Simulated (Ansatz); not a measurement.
Start from `CO[SiH](Br)O[SiH3]` and change one atom or group to get `[SiH3]O[SiH](Br)O[SiH3]`.

Ansatz, PBE0-D4/def2-TZVP geometries, multiplicity 1. Each molecule was computed in one conformer, which needn't be the lowest.

Scalar relativity is left out up to krypton.

| property | `CO[SiH](Br)O[SiH3]` |
| --- | --- |
| size of the dipole moment (B3LYP/def2-TZVPP) / D | 1.28 |
| HOMO–LUMO gap (B3LYP/def2-TZVPP) / eV | 8.15 |
| HOMO energy (PBE/def2-TZVPP) / eV | -7.12 |
| size of the dipole moment (PBE/def2-TZVPP) / D | 1.25 |
| LUMO energy (PBE0/def2-TZVPP) / eV | 0.10 |
| LUMO energy (PBE/def2-TZVPP) / eV | -0.79 |

What does the change do to each property? (Estimate.)

Ansatz gave: 
```tsv
property	`[SiH3]O[SiH](Br)O[SiH3]`	shift
size of the dipole moment (B3LYP/def2-TZVPP) / D	0.95	-0.33
HOMO–LUMO gap (B3LYP/def2-TZVPP) / eV	7.97	-0.18
HOMO energy (PBE/def2-TZVPP) / eV	-7.30	-0.18
size of the dipole moment (PBE/def2-TZVPP) / D	0.92	-0.33
LUMO energy (PBE0/def2-TZVPP) / eV	-0.18	-0.28
LUMO energy (PBE/def2-TZVPP) / eV	-1.04	-0.25
```

With PBE0 the HOMO falls by 0.11 eV and the LUMO falls by 0.28 eV, so the gap narrows by about 0.17 eV. PBE moves the HOMO by -0.18 eV and ωB97M-V by -0.12 eV. Dipoles are sizes alone; their direction can turn.

B3LYP here is the variant with VWN-RPA as its local correlation; programs differ in this.

Spin–orbit coupling is left out; it splits and shifts lone-pair levels of the heavy atoms by tenths of an eV.
